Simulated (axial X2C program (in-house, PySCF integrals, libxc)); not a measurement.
## Which molecule has these constants?

Calculated with an in-house all-electron X2C program for linear molecules (integrals from PySCF), spin-free (one-electron X2C) or two-component (2c: spin–orbit coupling with atomic mean-field Coulomb and Gaunt terms, which also bring small scalar terms), in Dyall basis sets with cores contracted in-house; open shells are unrestricted.

A two-component PBE0 calculation in a Dyall 3-zeta basis gave Re = 2.356 Å, ωe = 938.7 cm⁻¹, De = 1.68 eV, dipole magnitude 7.81 D, Ω = 0.

Question: Which molecule is it?
A. NaRb
B. RbH
C. LiRb

Answer: B. The others have LiRb 3.524 Å and 190.8 cm⁻¹ (Ω = 0); NaRb 3.682 Å and 106.7 cm⁻¹ (Ω = 0).

Each entry is the lowest single determinant of a limited PBE0 search at one distance. De goes to single-determinant-based atoms at the same level (for ions the charge split of lowest energy) and is withheld (n/a) where an atom does not fit its ground term or J level. Main or longest-lived isotopes.
